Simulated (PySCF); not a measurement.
Geometries of 3 isomers of CH9OPSi2, from PBE0-D3(BJ)/def2-SVP geometry optimisation, gas phase (PySCF). One conformer each, no zero-point energy, no frequencies.

Problem. Which isomer lies lowest at this level?
A.
```xyz
14
angstrom
Si    -2.514    0.495    0.221
C     -1.211   -0.510   -0.735
O      0.029    0.166   -0.772
Si     1.276   -0.065    0.310
P      3.063    0.943   -0.615
H     -3.819   -0.237    0.214
H     -2.065    0.680    1.634
H     -2.689    1.834   -0.413
H     -1.556   -0.659   -1.773
H     -1.117   -1.524   -0.297
H      1.009    0.595    1.627
H      1.440   -1.536    0.549
H      3.910    0.536    0.464
H      3.404   -0.182   -1.427
```
B.
```xyz
14
angstrom
C     -1.467   -1.218    0.808
Si    -0.233    0.138    0.445
P     -0.974    1.316   -1.347
O      1.251   -0.510    0.058
Si     2.104   -1.222   -1.173
H     -1.111   -1.852    1.635
H     -2.442   -0.794    1.097
H     -1.619   -1.857   -0.076
H     -0.032    0.994    1.650
H     -0.106    2.426   -1.111
H     -2.057    1.885   -0.607
H      2.124   -0.332   -2.374
H      3.498   -1.454   -0.703
H      1.486   -2.529   -1.551
```
C.
```xyz
14
angstrom
C      2.994    0.372    0.215
O      1.853   -0.188   -0.375
Si     0.306    0.123    0.149
P     -1.087   -1.101   -1.122
Si    -2.947   -0.146   -0.251
H      3.886   -0.030   -0.288
H      3.070    0.126    1.291
H      3.015    1.473    0.115
H      0.187   -0.197    1.608
H     -0.048    1.567   -0.045
H     -1.108   -2.217   -0.229
H     -4.079   -1.106   -0.405
H     -3.232    1.094   -1.032
H     -2.816    0.222    1.195
```

Solution. B. That is `C[Si@H](P)O[SiH3]`, 36.0 kcal/mol below the next.

```
           SMILES                atoms numbered as above       E (Eh)  relative (kcal/mol)  relative (kJ/mol)  dipole (D)
C[Si@H](P)O[SiH3]  [CH3:1][Si@H:2]([PH2:3])[O:4][SiH3:5]  -1038.29253                  0.0                0.0        0.96
  CO[SiH2]P[SiH3]     [CH3:1][O:2][SiH2:3][PH:4][SiH3:5]  -1038.23515                 36.0              150.6        1.67
  [SiH3]CO[SiH2]P    [SiH3:1][CH2:2][O:3][SiH2:4][PH2:5]  -1038.21548                 48.3              202.3        1.71
```
